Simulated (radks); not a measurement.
Question: These are the eigenvalues of the occupied orbitals of an atom or ion with whole-number occupations (hartree). Calculated with a radial shooting solver on a logarithmic mesh with Libxc functionals: scalar-relativistic Kohn-Sham, PBE, spin-polarised, spherical densities, finite nucleus; Fermi nuclear charge, rms radius of each element as measured or else 0.836 A^(1/3) + 0.57 fm.

1s up: -102.8191
1s down: -102.8027
2s up: -10.93807
2s down: -10.92212
2p up: -8.70339
2p down: -8.68121
3s up: -2.21125
3s down: -2.09267
3p up: -1.70331

Which element is it, and in what charge state? The configuration may be excited. Open shells, if any, are filled with parallel spins first.

Answer: Z = 17, chlorine, charge +3: Cl3+ in [Ne] 3s2 3p2. The list shows which subshells hold electrons but not how many an open one holds; the 1s level, -102.82 hartree, gives Z - s = 14.3 by -(Z - s)^2/2, which with screening and relativity narrows Z to a few neighbours, and the depths of the outer levels then fix element, charge and occupations together.
